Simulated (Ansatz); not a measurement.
The same silylene extrusion along the group Si, Ge, Sn.

Gas-phase electronic energies from Ansatz, PBE0-D4/def2-TZVP geometries. CCSD(T)/CBS adds triple-zeta CCSD(T) − MP2 to the extrapolated MP2 energy (def2 sets, frozen cores). Small cases extrapolate CCSD(T) itself. Elements past krypton have def2 core potentials. For Ge, Sn outer-core shells are correlated without core-valence functions, which leaves a few kJ/mol of doubt a bond. Scalar relativity is left out up to krypton. Each species was taken in one conformer, which may not be the lowest.

(1) Order these by ΔE at CCSD(T)/CBS, lowest first. (An estimate is asked.)
A. `[SH][Sn]([SH])([Cl])[Cl]` → Cl₂ + `[SH][Sn][SH]`
B. `S[Si](S)(Cl)Cl` → Cl₂ + `S[Si]S`
C. `[SH][Ge]([SH])([Cl])[Cl]` → Cl₂ + `[SH][Ge][SH]`

Largest T1 diagnostic: 0.016, for `[SH][Sn][SH]`.

Extrapolated directly: `S[Si](S)(Cl)Cl` → Cl₂ + `S[Si]S`.

Answers

(1) A (+3.36 eV), C (+3.69 eV), B (+5.17 eV).
